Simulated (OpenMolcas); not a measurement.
# Co2+ in KZnF3: curves along the breathing mode

Co2+ with its 6 nearest fluoride ions, on the Zn site of KZnF3 (a = 4.054 Å, distance in the model lattice 2.027 Å). The rest of the host is ab initio model potentials to 7.6 Å, with orthogonalisation functions on the cations behind the ligands, and point charges beyond; the distance is set by hand and nothing relaxes. Ligand basis ANO-RCC-VDZP.

- Program: OpenMolcas 26.06
- Method: CASSCF
- Basis: ANO-RCC-VDZP [5s4p2d1f]
- Scalar Hamiltonian: DKH2, point nucleus
- Active space: 7 electrons in 5 orbitals (3d)
- State averaging: 2S+1 = 4 even, 10 roots; 2S+1 = 2 even, 40 roots
- Spin-orbit coupling: state interaction with AMFI integrals over the reference wave functions

Spin-free energies (labels of O, the rotations of Oh) in cm-1 above the lowest fitted minimum, as all ligands move together:

| R (Å) | 4T1 | 4T2 | 4A2 | 2E | 2T1 | 2T2 | 4T1(2) |
| --- | --- | --- | --- | --- | --- | --- | --- |
| 1.91 | 5650 | 14810 | 25470 | 17810 | 25590 | 26200 | 31570 |
| 1.955 | 1790 | 9800 | 19190 | 15110 | 21790 | 22270 | 26710 |
| 2 | 120 | 7150 | 15440 | 14440 | 20160 | 20530 | 24190 |
| 2.045 | 460 | 6630 | 13960 | 15600 | 20510 | 20770 | 23800 |
| 2.09 | 2660 | 8100 | 14590 | 18510 | 22710 | 22870 | 25380 |
| 2.135 | 6680 | 11490 | 17250 | 23130 | 26720 | 26790 | 28880 |
| 2.18 | 12550 | 16810 | 21930 | 29490 | 32550 | 32540 | 34290 |

Cubic fits give the following; the wavenumber is harmonic, with the mass of all moving ligands, small differences in it between states hang on the degree of the fit, a number in brackets counts states of one label, and the table is a selection of at most 14 states with clean curves.

```json
{"State": "4T1", "R0 (Å)": "2.015", "Breathing mode (cm-1)": "538", "Minimum (cm-1)": "0"}
{"State": "4T2", "R0 (Å)": "2.034", "Breathing mode (cm-1)": "550", "Minimum (cm-1)": "6540"}
{"State": "4A2", "R0 (Å)": "2.053", "Breathing mode (cm-1)": "560", "Minimum (cm-1)": "13890"}
{"State": "2E", "R0 (Å)": "1.995", "Breathing mode (cm-1)": "523", "Minimum (cm-1)": "14420"}
{"State": "2T1", "R0 (Å)": "2.015", "Breathing mode (cm-1)": "536", "Minimum (cm-1)": "20050"}
{"State": "2T2", "R0 (Å)": "2.018", "Breathing mode (cm-1)": "536", "Minimum (cm-1)": "20380"}
{"State": "4T1(2)", "R0 (Å)": "2.032", "Breathing mode (cm-1)": "549", "Minimum (cm-1)": "23670"}
{"State": "2A1", "R0 (Å)": "2.033", "Breathing mode (cm-1)": "549", "Minimum (cm-1)": "24690"}
{"State": "2T1(2)", "R0 (Å)": "2.018", "Breathing mode (cm-1)": "538", "Minimum (cm-1)": "25960"}
{"State": "2T2(2)", "R0 (Å)": "2.029", "Breathing mode (cm-1)": "548", "Minimum (cm-1)": "28830"}
{"State": "2T1(3)", "R0 (Å)": "2.033", "Breathing mode (cm-1)": "550", "Minimum (cm-1)": "29450"}
{"State": "2E(2)", "R0 (Å)": "2.034", "Breathing mode (cm-1)": "547", "Minimum (cm-1)": "31510"}
{"State": "2T2(3)", "R0 (Å)": "2.039", "Breathing mode (cm-1)": "551", "Minimum (cm-1)": "34630"}
{"State": "2E(3)", "R0 (Å)": "2.048", "Breathing mode (cm-1)": "562", "Minimum (cm-1)": "35030"}
```

The minimum of 4T2 is shifted by +0.0187 Å against 4T1 (from the unrounded fits). With M = 114.0 u for the moving shell, the Huang-Rhys factor in this mode is S = M ω ΔR² / 2ħ = 0.01483 × 114.0 × 538 × 0.0187² = 0.32. Only the first shell moves, against a rigid host.

An orbital triplet at a regular site is open to Jahn-Teller coupling, which can distort the site and quench the lowest spin-orbit gaps and is left out. Without dynamic correlation the repulsion within the d shell is too large (B by tens of per cent), so at a given field states of lower spin stand too high. Ligand-to-metal charge-transfer states are missing. With no ligand orbital active B as a rule stays too high, so bands that hang on it stand too high and its fall with covalency is understated. With metal d orbitals alone and no dynamic correlation 10Dq can be off by a tenth to a fifth, either way, in oxide and fluoride hosts. No measured value stands beside these numbers.
